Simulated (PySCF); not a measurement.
ClPb, charge +1, multiplicity 1. Atoms are numbered in the order given.

```xyz
2

Pb     0.0000     0.0000    -0.4034
Cl     0.0000     0.0000     1.9460
```
Charge +1, spin multiplicity 1.

Coordinates come from a PBE0-D3(BJ)/def2-TZVP optimisation. The multiplicity is an assumed one; other spin states were not compared. The def2 effective core potentials stand for the cores of Pb; spin–orbit coupling is left out.

Method: PySCF with PBE0-D3(BJ)/def2-TZVP.

Frequencies are harmonic and unscaled.

Give all harmonic wavenumbers and intensities. (The exact figures need the calculation; the answer reports its results.)


| mode | ν (cm⁻¹) | IR (km/mol) | moving atoms (share of kinetic energy) |
|---|---|---|---|
| 1 | 386 | 46.5 | Cl 85 %, Pb 15 % |
